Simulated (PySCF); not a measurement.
ClI, charge +1, doublet, at a GFN2-xTB geometry (a state made from the parent by changing its charge; the spin is typed, not shown lowest) (all electrons, no relativity); SCAN/6-311G** (PySCF).

Input for PySCF:
```python
from pyscf import gto, scf, dft

mol = gto.M(
    atom='''
Cl   -0.00000000   -0.00000000   -1.69095804
I     0.00000000    0.00000000    0.54238277
''',
    basis='6-311g**',
    charge=1,
    spin=1,
    verbose=4,
)

mf = dft.UKS(mol)
mf.xc = 'scan'
mf.grids.level = 1
mf.kernel()
mf.analyze()
```

Question: What does PySCF print? Leave out banner, timings and long lists.

Answer: 
```
PySCF version 2.14.0

[INPUT] verbose = 4
[INPUT] num. atoms = 2
[INPUT] num. electrons = 69
[INPUT] charge = 1
[INPUT] spin (= nelec alpha-beta = 2S) = 1
[INPUT] symmetry False subgroup None
[INPUT] Mole.unit = angstrom
[INPUT] Symbol           X                Y                Z      unit          X                Y                Z       unit  Magmom
[INPUT]  1 Cl     0.000000000000   0.000000000000  -1.690958040000 AA    0.000000000000   0.000000000000  -3.195447583731 Bohr   0.0
[INPUT]  2 I      0.000000000000   0.000000000000   0.542382770000 AA    0.000000000000   0.000000000000   1.024954889983 Bohr   0.0

nuclear repulsion = 213.486748150597
number of shells = 36
number of NR pGTOs = 134
number of NR cGTOs = 88
basis = 6-311g**
ecp = {}

******** <class 'pyscf.dft.uks.UKS'> ********
method = UKS
initial guess = minao
damping factor = 0
level_shift factor = 0
DIIS = <class 'pyscf.scf.diis.CDIIS'>
diis_start_cycle = 1
diis_space = 8
diis_damp = 0
SCF conv_tol = 1e-09
SCF conv_tol_grad = None
SCF max_cycles = 50
direct_scf = True
direct_scf_tol = 1e-13
number electrons alpha = 35  beta = 34
XC library pyscf.dft.libxc version 7.1.2
    S. Lehtola, C. Steigemann, M. J. T. Oliveira, and M. A. L. Marques,  SoftwareX 7, 1–5 (2018)
XC functionals = scan
    J. Sun, A. Ruzsinszky, and J. P. Perdew,  Phys. Rev. Lett. 115, 036402 (2015)
    J. Sun, A. Ruzsinszky, and J. P. Perdew,  Phys. Rev. Lett. 115, 036402 (2015)
radial grids:
    Treutler-Ahlrichs [JCP 102, 346 (1995); DOI:10.1063/1.469408] (M4) radial grids

becke partition: Becke, JCP 88, 2547 (1988); DOI:10.1063/1.454033
pruning grids: <function nwchem_prune>
grids dens level: 1
symmetrized grids: False
atomic radii adjust function: <function treutler_atomic_radii_adjust>
small_rho_cutoff = 0
Set gradient conv threshold to 3.16228e-05
tot grids = 14344
init E= -7342.78821944866

cycle= 1 E= -7379.59406035174  delta_E= -36.8  |g|= 5.11  |ddm|= 2.24
cycle= 2 E= -7379.20017653361  delta_E= 0.394  |g|= 2.04  |ddm|=    2
cycle= 3 E= -7379.10283258923  delta_E= 0.0973  |g|= 1.36  |ddm|= 2.46
cycle= 4 E= -7379.7532891108  delta_E= -0.65  |g|= 0.472  |ddm|= 1.95
cycle= 5 E= -7379.8428548122  delta_E= -0.0896  |g|= 0.307  |ddm|= 1.27
cycle= 6 E= -7379.90967271218  delta_E= -0.0668  |g|= 0.0346  |ddm|= 0.39
cycle= 7 E= -7379.9101657639  delta_E= -0.000493  |g|= 0.015  |ddm|= 0.0521
cycle= 8 E= -7379.91026611757  delta_E= -0.0001  |g|= 0.00698  |ddm|= 0.0259
cycle= 9 E= -7379.91029576872  delta_E= -2.97e-05  |g|= 0.00106  |ddm|= 0.0115
cycle= 10 E= -7379.9102972553  delta_E= -1.49e-06  |g|= 0.000671  |ddm|= 0.00812
cycle= 11 E= -7379.91029832733  delta_E= -1.07e-06  |g|= 0.000576  |ddm|= 0.00745
cycle= 12 E= -7379.91029937361  delta_E= -1.05e-06  |g|= 0.000578  |ddm|= 0.00785
cycle= 13 E= -7379.91029912001  delta_E= 2.54e-07  |g|= 0.000578  |ddm|= 0.0019
cycle= 14 E= -7379.91029046111  delta_E= 8.66e-06  |g|= 0.00065  |ddm|= 0.0647
cycle= 15 E= -7379.91028736167  delta_E= 3.1e-06  |g|= 0.000784  |ddm|= 0.0294
cycle= 16 E= -7379.91028595311  delta_E= 1.41e-06  |g|= 0.00119  |ddm|= 0.028
cycle= 17 E= -7379.91029385195  delta_E= -7.9e-06  |g|= 0.000468  |ddm|= 0.0819
cycle= 18 E= -7379.91028836065  delta_E= 5.49e-06  |g|= 0.000256  |ddm|= 0.0459
cycle= 19 E= -7379.91028909111  delta_E= -7.3e-07  |g|= 0.00032  |ddm|= 0.00776
cycle= 20 E= -7379.91028777685  delta_E= 1.31e-06  |g|= 0.000281  |ddm|= 0.0151
cycle= 21 E= -7379.91028798761  delta_E= -2.11e-07  |g|= 0.000515  |ddm|= 0.0657
cycle= 22 E= -7379.91028687566  delta_E= 1.11e-06  |g|= 0.000135  |ddm|= 0.0368
cycle= 23 E= -7379.91028688048  delta_E= -4.82e-09  |g|= 8.71e-05  |ddm|= 0.00113
cycle= 24 E= -7379.91028701238  delta_E= -1.32e-07  |g|= 0.000116  |ddm|= 0.0101
cycle= 25 E= -7379.91028692828  delta_E= 8.41e-08  |g|= 4.58e-05  |ddm|= 0.00473
cycle= 26 E= -7379.91028688437  delta_E= 4.39e-08  |g|= 2.53e-05  |ddm|= 0.00632
cycle= 27 E= -7379.91028688471  delta_E= -3.41e-10  |g|= 1.09e-05  |ddm|= 0.000284
Extra cycle  E= -7379.91028688474  delta_E= -2.91e-11  |g|= 1.2e-05  |ddm|= 6.14e-05
converged SCF energy = -7379.91028688474  <S^2> = 0.7517369  2S+1 = 2.0017361
**** SCF Summaries ****
Total Energy =                       -7379.910286884737616
Nuclear Repulsion Energy =             213.486748150596895
One-electron Energy =               -10546.567004700025791
Two-electron Energy =                 2953.169969664691052
Two-electron Coulomb Energy =         3158.170756420744510
DFT Exchange-Correlation Energy =     -205.000786756053401
**** MO energy ****
                             alpha | beta                alpha | beta
MO #1   energy= -1165.39300842665  | -1165.39135141977  occ= 1 | 1
MO #2   energy= -176.554144336986  | -176.553152182426  occ= 1 | 1
MO #3   energy= -165.791223721279  | -165.790335802457  occ= 1 | 1
MO #4   energy= -165.790753903624  | -165.788422596395  occ= 1 | 1
MO #5   energy= -165.787446880178  | -165.786568522435  occ= 1 | 1
MO #6   energy= -101.53291673433   | -101.529795696968  occ= 1 | 1
MO #7   energy= -36.1256623744061  | -36.1270465795415  occ= 1 | 1
MO #8   energy= -31.5459013412859  | -31.5459593353599  occ= 1 | 1
MO #9   energy= -31.5410132758158  | -31.5423219103561  occ= 1 | 1
MO #10  energy= -31.533285830998   | -31.5333784580549  occ= 1 | 1
MO #11  energy= -23.150311752391   | -23.1494853877229  occ= 1 | 1
MO #12  energy= -23.1501485795472  | -23.1491942746118  occ= 1 | 1
MO #13  energy= -23.1449379015009  | -23.1445034201797  occ= 1 | 1
MO #14  energy= -23.1426558505989  | -23.1417575168861  occ= 1 | 1
MO #15  energy= -23.1414671738062  | -23.1407501986359  occ= 1 | 1
MO #16  energy= -9.68854312718668  | -9.68235950048711  occ= 1 | 1
MO #17  energy= -7.42874663323889  | -7.42638062799977  occ= 1 | 1
MO #18  energy= -7.42778979444112  | -7.41958576068094  occ= 1 | 1
MO #19  energy= -7.42078688748076  | -7.4151045466779   occ= 1 | 1
MO #20  energy= -6.63168601825469  | -6.63029192863696  occ= 1 | 1
MO #21  energy= -5.03395863926206  | -5.0328519588691   occ= 1 | 1
MO #22  energy= -5.02528209687201  | -5.02213255930775  occ= 1 | 1
MO #23  energy= -5.00747252719468  | -5.00635527246305  occ= 1 | 1
MO #24  energy= -2.31583743858345  | -2.31150251894642  occ= 1 | 1
MO #25  energy= -2.31491927919802  | -2.30935297524732  occ= 1 | 1
MO #26  energy= -2.30014004592526  | -2.29853361892825  occ= 1 | 1
MO #27  energy= -2.29405514100653  | -2.28893583892093  occ= 1 | 1
MO #28  energy= -2.29082227814228  | -2.28674100362065  occ= 1 | 1
MO #29  energy= -1.10694550900155  | -1.10033069774948  occ= 1 | 1
MO #30  energy= -0.907318305767156 | -0.882939524959311 occ= 1 | 1
MO #31  energy= -0.679854067835395 | -0.671274929471388 occ= 1 | 1
MO #32  energy= -0.630413524852103 | -0.602365606761884 occ= 1 | 1
MO #33  energy= -0.606470424712433 | -0.598876418675535 occ= 1 | 1
MO #34  energy= -0.541262574458852 | -0.501497308952002 occ= 1 | 1
MO #35  energy= -0.511568635111539 | -0.495507814463316 occ= 1 | 0
MO #36  energy= -0.404977703183633 | -0.393824453878706 occ= 0 | 0
MO #37  energy= -0.0680114826669729 | -0.0600457647353783 occ= 0 | 0
MO #38  energy= -0.00544147410441687 | 0.00600898755988766 occ= 0 | 0
MO #39  energy= -0.00200819116416273 | 0.0111027364261296 occ= 0 | 0
MO #40  energy= 0.0139857817402391 | 0.0198977441037322 occ= 0 | 0
MO #41  energy= 0.0261313150812739 | 0.0445584441932936 occ= 0 | 0
MO #42  energy= 0.0447077530783808 | 0.0498975464582148 occ= 0 | 0
MO #43  energy= 0.0582527874508529 | 0.0651749525966827 occ= 0 | 0

To work with the spin densities directly, `use mulliken_meta_spin()` only printing them here.

 ** Mulliken spin pop alpha/beta on meta-lowdin orthogonal AOs **
 ** Mulliken Spin Density (per AO)  **
spin_pop of  0 Cl 1s       -0.00000
spin_pop of  0 Cl 2s       -0.00001
spin_pop of  0 Cl 3s        0.00115
spin_pop of  0 Cl 4s        0.00010
spin_pop of  0 Cl 5s        0.00001
spin_pop of  0 Cl 6s        0.00001
spin_pop of  0 Cl 2px       0.00000
spin_pop of  0 Cl 2py       0.00001
spin_pop of  0 Cl 2pz      -0.00000
spin_pop of  0 Cl 3px       0.08123
spin_pop of  0 Cl 3py       0.19665
spin_pop of  0 Cl 3pz      -0.00981
spin_pop of  0 Cl 4px       0.00030
spin_pop of  0 Cl 4py       0.00041
spin_pop of  0 Cl 4pz       0.00014
spin_pop of  0 Cl 5px       0.00001
spin_pop of  0 Cl 5py       0.00002
spin_pop of  0 Cl 5pz      -0.00000
spin_pop of  0 Cl 6px       0.00003
spin_pop of  0 Cl 6py       0.00004
spin_pop of  0 Cl 6pz       0.00000
spin_pop of  0 Cl 3dxy      0.00004
spin_pop of  0 Cl 3dyz     -0.00017
spin_pop of  0 Cl 3dz^2    -0.00020
spin_pop of  0 Cl 3dxz     -0.00014
spin_pop of  0 Cl 3dx2-y2    0.00001
spin_pop of  1 I 1s       -0.00000
spin_pop of  1 I 2s       -0.00000
spin_pop of  1 I 3s        0.00000
spin_pop of  1 I 4s        0.00006
spin_pop of  1 I 5s        0.00362
spin_pop of  1 I 6s        0.00018
spin_pop of  1 I 7s        0.00000
spin_pop of  1 I 8s       -0.00000
spin_pop of  1 I 9s        0.00000
spin_pop of  1 I 10s       -0.00000
spin_pop of  1 I 2px       0.00000
spin_pop of  1 I 2py       0.00000
spin_pop of  1 I 2pz       0.00000
spin_pop of  1 I 3px       0.00001
spin_pop of  1 I 3py       0.00002
spin_pop of  1 I 3pz       0.00000
spin_pop of  1 I 4px       0.00005
spin_pop of  1 I 4py       0.00011
spin_pop of  1 I 4pz       0.00001
spin_pop of  1 I 5px       0.20947
spin_pop of  1 I 5py       0.50685
spin_pop of  1 I 5pz       0.00357
spin_pop of  1 I 6px       0.00173
spin_pop of  1 I 6py       0.00317
spin_pop of  1 I 6pz       0.00042
spin_pop of  1 I 7px       0.00014
spin_pop of  1 I 7py       0.00025
spin_pop of  1 I 7pz      -0.00000
spin_pop of  1 I 8px       0.00007
spin_pop of  1 I 8py       0.00015
spin_pop of  1 I 8pz       0.00001
spin_pop of  1 I 9px       0.00009
spin_pop of  1 I 9py       0.00016
spin_pop of  1 I 9pz       0.00000
spin_pop of  1 I 10px       0.00003
spin_pop of  1 I 10py       0.00005
spin_pop of  1 I 10pz       0.00000
spin_pop of  1 I 3dxy     -0.00000
spin_pop of  1 I 3dyz     -0.00000
spin_pop of  1 I 3dz^2    -0.00000
spin_pop of  1 I 3dxz     -0.00000
spin_pop of  1 I 3dx2-y2   -0.00000
spin_pop of  1 I 4dxy      0.00001
spin_pop of  1 I 4dyz     -0.00000
spin_pop of  1 I 4dz^2    -0.00001
spin_pop of  1 I 4dxz     -0.00000
spin_pop of  1 I 4dx2-y2    0.00000
spin_pop of  1 I 5dxy      0.00042
spin_pop of  1 I 5dyz     -0.00040
spin_pop of  1 I 5dz^2     0.00017
spin_pop of  1 I 5dxz     -0.00028
spin_pop of  1 I 5dx2-y2    0.00008
spin_pop of  1 I 6dxy      0.00000
spin_pop of  1 I 6dyz     -0.00001
spin_pop of  1 I 6dz^2     0.00000
spin_pop of  1 I 6dxz     -0.00001
spin_pop of  1 I 6dx2-y2    0.00000
spin_pop of  1 I 7dxy      0.00001
spin_pop of  1 I 7dyz     -0.00001
spin_pop of  1 I 7dz^2     0.00000
spin_pop of  1 I 7dxz     -0.00001
spin_pop of  1 I 7dx2-y2    0.00000
 ** Mulliken Spin Density (per atom)  **
spin density of  0 Cl =      0.26981
spin density of  1 I =      0.73019
 ** Mulliken pop alpha/beta on meta-lowdin orthogonal AOs **
 ** Mulliken pop       alpha | beta **
In total            35.00000 | 34.00000
 ** Mulliken atomic charges   ( Nelec_alpha | Nelec_beta ) **
charge of  0Cl =      0.10766  (     8.58108      8.31126 )
charge of  1I =      0.89234  (    26.41892     25.68874 )

WARN: System has nonzero charge 1; the dipole moment is origin-dependent.
Location of origin: [0. 0. 0.]

Dipole moment(X, Y, Z, Debye): -0.00000, -0.00000,  0.50343
```
